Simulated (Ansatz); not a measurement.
Ansatz results at the PBE0-D4/def2-TZVP geometry: HOMO–LUMO gap (PBE/def2-TZVPP) 5.28 eV; HOMO–LUMO gap (PBE0/def2-TZVPP) 7.37 eV; HOMO energy (B3LYP/def2-TZVPP) -8.11 eV.

Each molecule was computed in one conformer, which needn't be the lowest.

Problem. Which molecule gave them?
A. `C[SiH2][NH][SnH3]`
B. `[CH3][AlH][O][SiH](F)F`
C. `CNC[AsH2]`
D. `O=[CH][SnH2][OH]`

Solution. B. The others give `C[SiH2][NH][SnH3]`: 4.66, 6.78, -6.80; `CNC[AsH2]`: 4.75, 6.98, -6.34; `O=[CH][SnH2][OH]`: 2.86, 5.36, -6.97.

B3LYP here is the variant with VWN-RPA as its local correlation; programs differ in this.
